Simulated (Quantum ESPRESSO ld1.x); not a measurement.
Problem. The mean radii <r> (bohr) of the occupied orbitals of an atom or ion are listed with their occupations. Calculated with ld1.x of Quantum ESPRESSO 7.5: scalar-relativistic Kohn-Sham, LDA (Slater exchange, Perdew-Zunger correlation), spin-polarised, spherical densities, point nucleus.

orbital  occ.      <r>
1s up       1  0.03462

Name the element and its charge. Open shells, if any, are filled with parallel spins first.

Solution. Z = 42, molybdenum, charge +41: Mo41+ in 1s1. The 1s radius gives Z: for a bare nucleus <r> = (2 gamma + 1)/(2Z) with gamma = sqrt(1 - (Z/c)^2), 0.03457 bohr for Z = 42, and the self-interaction of the functional makes it slightly larger (0.03462 here). The occupations add up to 1, and the charge is Z minus that.
